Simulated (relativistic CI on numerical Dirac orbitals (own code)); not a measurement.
# One change at a time: Cs XLIX

Base calculation: Dirac-Coulomb-Breit CI, separate exchange-only KLI orbitals for each configuration, model QED (radiative potential, 1s self-energy scaled to tabulated hydrogen-like ionisation energies), unscaled Slater integrals.

Configuration list (outside the closed core 1s2): 2s2.2p3, 2s.2p4, 2p5, 2p4.3s, 2p4.3p, 2p4.3d, 2s2.2p2.3s, 2s2.2p2.3p, 2s2.2p2.3d, 2s.2p3.3s, 2s.2p3.3p, 2s.2p3.3d, 2s2.2p2.4s, 2s2.2p2.4p, 2s2.2p2.4d, 2s2.2p2.4f. Levels of other configurations are missing.

Variants: (1) QED terms removed. Shifts of the energy above 2s2.2p3 2P°_3/2, in eV, for the lowest level and the first level of each name with at least 55 % of one term (blank where a level changes its place among those of its configuration and J or its character, or is not in the variant):

```csv
Level,Base,Δ(1)
2s2.2p3 2P°_3/2,0.00,0.00
2s2.2p3 2D°_5/2,371.49,-0.63
2s2.2p3 2P°_1/2,403.63,-0.60
2s.2p4 4P_5/2,574.82,+5.89
2s.2p4 2S_1/2,645.97,+5.89
2s.2p4 4P_3/2,946.41,+5.28
2s.2p4 2D_5/2,979.91,+5.28
2s.2p4 2P_1/2,1018.28,+5.29
2p5 2P°_3/2,1278.10,+11.70
2p5 2P°_1/2,1650.51,+11.16
2s2.2p2.3s 4P_3/2,5113.01,-1.84
2s2.2p2.3s 2P_1/2,5120.53,-1.84
2s2.2p2.3s 2D_5/2,5130.38,-1.84
2s2.2p2.3s 2D_3/2,5135.02,-1.84
2s2.2p2.3p 4D°_3/2,5185.91,0.00
2s2.2p2.3p 2F°_7/2,5306.28,-0.18
2s2.2p2.3d 4D_1/2,5367.91,+0.06
2s2.2p2.3d 2G_9/2,5408.15,-0.02
2s2.2p2.3d 2F_7/2,5427.95,-0.01
2s2.2p2.3d 2P_1/2,5433.77,+0.02
```

At this charge energies of transitions that change n are usually good to better than 1 %, and those within a shell (Δn = 0) to a few per cent.

Ionisation energy from the two ground configurations alone: base 8725.65 eV. The NIST ASD value (theoretical) is 8726 eV.

LS names give the leading component of a level, which can be under half, so a name can repeat, a term be missing and a line seem to break the LS rules.
